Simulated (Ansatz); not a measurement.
`C[Te][AsH]O` + `C[SiH2][SiH](O)F` → `C[Te][SiH](O)F` + `C[SiH2][AsH]O`  (redistribution)

Program: Ansatz. Geometries: PBE0-D4/def2-TZVP. ΔE: electronic, gas phase. CCSD(T)/CBS adds triple-zeta CCSD(T) − MP2 to the extrapolated MP2 energy (def2 sets, frozen cores). DFT in def2-TZVPP. def2 core potentials past Kr. For As, Te outer-core shells are correlated without core-valence functions, which leaves a few kJ/mol of doubt a bond. Scalar relativity is left out up to krypton. One conformer a species, not always the lowest.

```tsv
level	ΔE (eV)
PBE	-0.12
PBE0	-0.19
SCS-MP2/def2-TZVPP	-0.27
MP2/CBS(def2)	-0.29
```

Task: What does CCSD(T)/CBS give? (Estimate.)

Result: The calculation gave: -0.24 eV. The listed levels differ from it by 0.12, 0.05, -0.03, -0.05 eV.

Largest T1 diagnostic among the species: 0.012.

From PBE to PBE0 (25 % exact exchange), in def2-TZVPP and without D4, ΔE moves by −0.07 eV.
